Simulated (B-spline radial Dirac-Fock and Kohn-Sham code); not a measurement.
# I⁵⁺: eigenvalues, ΔSCF and the reference

System: I⁵⁺, configuration [Kr] 4d10 5s2.

The density-functional columns are spherical, spin-unpolarised Dirac-Kohn-Sham results without Breit or QED terms: −ε is minus the orbital energy of the initial state and ΔSCF the difference of two total energies. The reference in the last column comes from multi-electron Dirac-Fock with separately optimised hole states, Breit and Lamb-shift corrections added in first order. All numbers are from a B-spline atomic structure program, in eV; a selection of levels is shown. The Kohn-Sham columns are given as differences from the reference. For the 1s level of heavy atoms much of the gap between ΔSCF and the reference is the Breit and QED part, -116.1 eV here; for other levels the error of the functional can be larger.

```csv
level,LDA −ε − DF,LDA ΔSCF − DF,PBE −ε − DF,PBE ΔSCF − DF,Dirac-Fock
1s,-258.6,+105.7,-222.1,+143.3,33240.8
2s,-120.8,-53.2,-116.3,-49.0,5266.7
2p1/2,-90.3,-6.6,-88.7,-5.1,4924.9
2p3/2,-93.7,-15.5,-92.5,-14.4,4630.0
3s,-61.2,-36.4,-59.9,-35.3,1146.9
3p1/2,-48.7,-23.2,-48.4,-22.9,1005.4
3p3/2,-48.2,-23.5,-47.9,-23.3,948.7
3d3/2,-30.2,-3.0,-30.6,-3.4,702.4
3d5/2,-30.5,-3.6,-30.9,-4.0,690.9
4s,-27.2,-14.7,-26.9,-14.4,266.1
4p1/2,-20.9,-8.8,-20.9,-8.7,214.6
4p3/2,-20.9,-9.1,-20.8,-8.9,203.5
4d3/2,-9.8,+1.2,-10.0,+1.0,119.5
4d5/2,-9.8,+1.0,-10.0,+0.9,117.8
5s,-2.7,+3.7,-3.2,+3.1,72.23
```

For the outermost level NIST gives 74.4 ± 0.4 eV (semi-empirical); the differences from it are LDA −ε -4.84, LDA ΔSCF +1.50, PBE −ε -5.41, PBE ΔSCF +0.90, Dirac-Fock -2.17 eV.

Values without a named source are computed, but for edge energies of neutral atoms, which are taken from tables.
